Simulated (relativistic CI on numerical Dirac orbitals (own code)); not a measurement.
## V V: calculation against measurement

Calculated at this level of theory: Dirac-Coulomb-Breit CI, orbitals from a KLI potential per configuration, QED by a radiative potential, valence Slater integrals scaled by 0.85, P86 correlation estimate, and configurations built on the next ion tied to the tabulated ionisation energy (semi-empirical) (own radial code, finite nucleus).

CI space (outside the closed core [Ne]): 3s²3p⁶3d, 3s²3p⁶4s, 3s²3p⁶4p, 3s²3p⁶4d, 3s²3p⁶5s, 3s²3p⁶4f, 3s²3p⁵3d², 3s²3p⁴3d³, 3s²3p⁶5p, 3s3p⁶3d², 3s²3p⁶5d, 3s²3p⁶5f, 3s²3p⁶5g, 3s²3p⁵3d4s, 3s²3p⁵3d4p, 3p⁶3d³. Levels of other configurations are missing.

```
Configuration  Term (tabulated)    J  Measured (cm⁻¹)  Computed  Error  Purity (%)
     3s²3p⁶3d                2D  3/2              0.0         0      0          98
     3s²3p⁶3d                2D  5/2            624.9       594    -31          98
     3s²3p⁶4s                2S  1/2         148143.4    149991   1847          99
     3s²3p⁶4p               2P°  1/2         206393.7    209779   3386         100
     3s²3p⁶4p               2P°  3/2         207660.0    210992   3332         100
     3s²3p⁶4d                2D  3/2         293902.9    296317   2415         100
     3s²3p⁶4d                2D  5/2         294047.2    296458   2411         100
     3s²3p⁶5s                2S  1/2         328217.3    329729   1511         100
     3s²3p⁶5p               2P°  1/2         351500.5    353348   1848          97
     3s²3p⁶5p               2P°  3/2         352018.3    353970   1951          91
     3s²3p⁶5d                2D  3/2         387977.1    389991   2014         100
     3s²3p⁶5d                2D  5/2         388043.7    390054   2010         100
     3s²3p⁶5g                2G  7/2         416360.3    416763    403         100
     3s²3p⁶5g                2G  9/2         416361.8    416764    402         100
     3s²3p⁶5f               2F°  5/2         417699.1    410371  -7329          81
     3s²3p⁶5f               2F°  7/2         418187.5    410770  -7418          83
   3s²3p⁵3d4s             2F° †  7/2         475531.0    500486  24955          97
   3s²3p⁵3d4s             2F° †  5/2         478566.0    503560  24994          95
   3s²3p⁵3d4s             2F° †  5/2         496296.0    520721  24425          62
   3s²3p⁵3d4s             2F° †  7/2         497556.0    521845  24289          87
```

Measured levels from Sugar and Corliss, J. Phys. Chem. Ref. Data 7, 1191 (1978); pairs were made by configuration, J and term (by order where the table uses no LS term), so strongly mixed levels may be paired wrongly.

Mean error by configuration (cm⁻¹): 3s²3p⁶3d -31; 3s²3p⁶4s 1847; 3s²3p⁶4p 3359; 3s²3p⁶4d 2413; 3s²3p⁶5s 1511; 3s²3p⁶5p 1900; 3s²3p⁶5d 2012; 3s²3p⁶5g 402; 3s²3p⁶5f -7373. Over the excited levels the mean absolute error is 2554 cm⁻¹ (19 of the 48 excited levels that our extract of the source holds in range could be paired, and the others can miss by more), and the median relative error of those above 1,000 cm⁻¹ is 0.69 %. † marks terms whose computed intervals miss the measured ones by more than a factor of 2.5, or configurations far off the rest, from wrong mixing, a near crossing or a doubtful label or measurement; they are left out of the means.
